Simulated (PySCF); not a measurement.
Se(F)(SeH) (FHSe₂), SMILES F[Se][SeH]. Geometry: B3LYP-D3(BJ)/def2-TZVP. The values are those of a single conformer.

TDA-M06-2X/def2-SVPD in PySCF puts the lowest singlet excitations at 3.49, 4.00, 4.65, 5.42, 6.01, 6.13 eV.

Task: What are the lowest excitation roots from PySCF 2.14.0 with ADC(2)/aug-cc-pVDZ? (The exact figures need the calculation; the answer reports its results.)

Result: 3.73, 4.12, 4.90, 5.20, 5.63, 6.09 eV. S1 differs by 0.23 eV (second minus first; roots are paired by order, and the bases may differ).
